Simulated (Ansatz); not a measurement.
Cl2FIn, SMILES `[F][In]([Cl])[Cl]` at its PBE0-D4/def2-TZVP geometry, where that method's forces vanish. Total charge 0; spin multiplicity 1. In: def2 effective core potential.

```xyz
4

F     1.3483   -1.1779   -0.8318
In    0.0325   -0.0284   -0.0201
Cl   -1.5003    0.9622   -1.3952
Cl    0.1195    0.2441    2.2471
```

Task: What forces (eV/Å) does ωB97M-V/def2-TZVPP give on these atoms in the Gaussian-basis code of Ansatz? (Estimate.)

Result: Ansatz gave: 
```
F1   0.019 -0.016 -0.011
In2 -0.037  0.032  0.023
Cl3  0.018 -0.012  0.015
Cl4  0.000 -0.004 -0.026
```
